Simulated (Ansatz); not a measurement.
CCSD(T) forces

GeH$_{2}$OF (SMILES [OH][GeH+][F]) (charge +1), singlet, displaced at random from a GFN2-xTB minimum.

```xyz
5
angstrom
O -1.0090 -0.4756 -0.2053
Ge 0.3283 0.1714 0.1051
F 0.4761 1.6153 -0.8232
H -1.5193 -1.2911 0.0238
H 1.6867 -0.1556 0.9253
```

Computed with Ansatz 0.2.0 (basis: def2-TZVPP); correlated methods freeze the cores. Filled d shells of the heavier atoms are correlated. The def2 sets are not built for correlating such inner shells, so the correlated values are less sure here.

CCSD(T) forces from the calculation:
```
atom      Fx      Fy  Fz (eV/Å)
  O1  -8.902  -5.080     -1.520
 Ge2   9.844   5.144      1.447
  F3  -0.138  -1.319      0.972
  H4   0.708   1.024     -0.199
  H5  -1.511   0.231     -0.700
```

Root-mean-square difference of the force components from those of CCSD(T): PBE0-D4 0.099; wB97M-V 0.068; r2SCAN-D4 0.109; PBE-D4 0.351; CAM-B3LYP-D4 0.115; r2SCANh-D4 0.113 eV/Å.

T1 diagnostic: at most 0.015. These are differences at one structure, and CCSD(T) in triple zeta is itself an approximation.

For scale, one of the runs: CCSD(T)/def2-TZVPP forces, 138 basis functions (an equivalent command: `ansatz run in.yaml --threads 4`). Time: 64 s of wall clock on 4 CPU threads; the host was shared. Peak host memory: 1.4 GiB.
